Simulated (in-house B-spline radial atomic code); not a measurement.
How numerical settings move a run on Nb, [Kr] 4d4 5s1. Computed with a B-spline radial code for spherical atoms: non-relativistic RPBE, spin-polarised, spherical fractional occupations, point nucleus.

Command:
```bash
python run_scf.py task.json out
```
Settings of the sound reference run:
```
Z                41
electrons        41
configuration    [Kr] 4d4 5s1
hamiltonian      nr
method           rpbe,pbe
spin_polarised   True
knot_spacing     0.22
spline_order     8
gauss_points     12
box_radius       50
max_iterations   70
damping          0.5
damped_steps     3
diis_vectors     10
tolerance        1e-08
start            Thomas-Fermi
```

Cost of the run: 0.25 s on 1 thread of Arm Neoverse V1, with other jobs on the host.

It converges in 11 iterations to -3755.405493 hartree, with 4d up at -3.88889 eV. The other runs change the listed settings, some to values that make no sense; their results aren't properties of the atom or ion. Radii are in bohr (the nuclear one in fm), a minus after a letter asks for a j subshell, and «unchanged» means within 1e-8 hartree. The run stops when the residual is below 10 × tolerance × max(1, Z/10), or a noise floor if that is larger, and the energy moves by less than 1e-8 × √|E| hartree; so very loose and very tight tolerances often act alike.

```tsv
changed settings	outcome
max_iterations = 2	not converged after 2 iterations, last residual 2.4e-01, last energy +2.83e+00 hartree from the reference
hamiltonian = dirac, method = tpss,tpss, spin_polarised = False, nucleus = fermi, rms_radius = 4.324, mass_number = 93, atomic_mass = 92.90637, speed_of_light = 137.036	stopped with error: meta-GGAs are not served with the Dirac Hamiltonian
spline_order = 3, max_iterations = 75, damping = 0.2, start = bare nucleus	converged in 14 iterations, energy +1.01e-01 hartree from the reference, 4d up level -5.4e-03 eV
max_iterations = 12	converged in 11 iterations, energy unchanged
damped_steps = 30	converged in 21 iterations, energy unchanged, 4d up level +4.1e-06 eV
knot_spacing = 1.4	converged in 11 iterations, energy +2.50e+02 hartree from the reference, 4d up level -1.8e+01 eV (the program warns: 3s up reaches the box edge; 3s down reaches the box edge)
damped_steps = 0	converged in 10 iterations, energy unchanged, 4d up level +8.9e-06 eV
knot_spacing = 0.1	converged in 11 iterations, energy -4.79e-06 hartree from the reference, 4d up level +2.2e-05 eV
knot_spacing = 0.15	converged in 11 iterations, energy -4.45e-06 hartree from the reference, 4d up level +2.2e-05 eV
knot_spacing = 0.15, max_iterations = 60, tolerance = 0.01	converged in 10 iterations, energy -4.45e-06 hartree from the reference, 4d up level +6.2e-05 eV
knot_spacing = 2	converged in 10 iterations, energy +3.60e+02 hartree from the reference, 4d up level -2.2e+01 eV (the program warns: 4d up reaches the box edge; 3p up reaches the box edge)
electrons = 49, configuration = [Kr] 4d4 5s1 7s2 7p6, max_iterations = 60	not converged after 60 iterations, last residual 8.5e-02
electrons = 42, configuration = [Kr] 4d4 5s1 6s-1, max_iterations = 50	stopped with error: j subshells need the Dirac Hamiltonian and l > 0
knot_spacing = 0.3	converged in 11 iterations, energy +7.26e-05 hartree from the reference, 4d up level -5.8e-05 eV
damped_steps = 8	converged in 14 iterations, energy unchanged, 4d up level +4.0e-05 eV
damped_steps = 1	converged in 11 iterations, energy unchanged, 4d up level +2.0e-05 eV
max_iterations = 5	not converged after 5 iterations, last residual 5.8e-03, last energy +1.63e-03 hartree from the reference
```

Problem. What happens with max_iterations = 3?

Solution. Not converged after 3 iterations, last residual 3.9e-02, last energy +1.01e-01 hartree from the reference.

Problem. What happens with max_iterations = 3, start = bare nucleus?

Solution. Not converged after 3 iterations, last residual 8.0e-01, last energy +1.36e+01 hartree from the reference.

Problem. What happens with spline_order = 10, max_iterations = 3, damping = 0.8, diis_vectors = 4?

Solution. Not converged after 3 iterations, last residual 1.5e-01, last energy +1.38e+00 hartree from the reference.

Problem. What happens with spline_order = 6, max_iterations = 8, start = bare nucleus?

Solution. Not converged after 8 iterations, last residual 2.3e-02, last energy +4.17e-02 hartree from the reference.
